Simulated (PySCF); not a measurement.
S²⁺ (sulfur, charge +2): UHF calculation

Configuration: [Ne] 3s1 3p2 4s1, high-spin 5P determinant (an excited configuration). All numbers are calculated (PySCF 2.14, no relativity, point nucleus, in dyall-acv3z).

```
Total energy                                                  : -395.434109 hartree
One-electron energy                                           : -530.5194 hartree
Hartree (Coulomb) energy                                      : 159.3828 hartree
Exchange energy                                               : -24.2975 hartree
Kinetic energy                                                : 395.43769 hartree
⟨S²⟩                                                          : 6.0001
⟨L²⟩                                                          : 2.046
Sum of ⟨r⟩                                                    : 12.47 bohr
Sum of ⟨r²⟩                                                   : 27.52 bohr²
Traceless quadrupole moment −½Σ⟨3z² − r²⟩ along its main axis : 1.71 e·bohr²
Density at the nucleus (Gaussians lack the cusp)              : 2660 bohr⁻³
Spin density at the nucleus                                   : 13.6 bohr⁻³
Langevin diamagnetic susceptibility                           : -21.8 ×10⁻⁶ cm³/mol
```

| shell | electrons | mean orbital energy (eV) | spread (eV) | rms radius, mean of both spins (bohr) |
| --- | --- | --- | --- | --- |
| 1s α | 1 | -2539.5 | 0 | 0.113 |
| 1s β | 1 | -2537.9 | 0 | 0.113 |
| 2s α | 1 | -279.92 | 0 | 0.517 |
| 2s β | 1 | -277.68 | 0 | 0.517 |
| 2p α | 3 | -216.83 | 0.724 | 0.490 |
| 2p β | 3 | -214.83 | 0.860 | 0.490 |
| 3s α | 1 | -55.799 | 0 | 1.62 |
| 3p α | 2 | -41.073 | 0 | 1.80 |
| 4s α | 1 | -16.576 | 0 | 4.05 |

The outer electron is Rydberg-like, and this basis confines it to a smaller radius and binds it less than a complete one would.

Spin-orbit constants ζ (cm⁻¹) from the X2C one-electron operator on these orbitals (non-relativistic here): bare nucleus, nucleus screened by l(l+1)(2l+1)/3 electrons, and screened by the Breit-Pauli mean field of the electrons.

| shell | bare | screened nucleus | mean field |
| --- | --- | --- | --- |
| 2p | 7459 | 6527 | 6105 |
| 3p | 698.7 | 611.4 | 566.3 |

To first order the Landé constant is A = 141.6 cm⁻¹, so the lowest level has J = 1 and lies 0.0527 eV below the centre of the term. This holds in LS coupling only.
